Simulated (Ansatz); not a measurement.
`[SiH3]O[SiH2][SiH3]`, charge 0, multiplicity 1.

(1) Give a relaxed structure at PBE0-D4/def2-TZVP (Ansatz). (Best estimate.)

Results:

(1) Ansatz gave: 
Z-matrix (Å, degrees):
```
Si
O 1 1.634
H 1 1.489 2 109.8
H 1 1.484 2 109.3 3 120.0
H 1 1.484 2 109.4 3 -120.0
Si 2 1.640 1 145.7 3 1.8
Si 6 2.347 2 111.8 1 -2.1
H 6 1.488 2 108.6 1 -123.4
H 6 1.488 2 108.8 1 119.2
H 7 1.488 6 111.0 2 60.7
H 7 1.489 6 108.8 2 -179.8
H 7 1.488 6 111.0 2 -60.2
```
Point group Cs.
This is one stationary point; other conformers may exist.
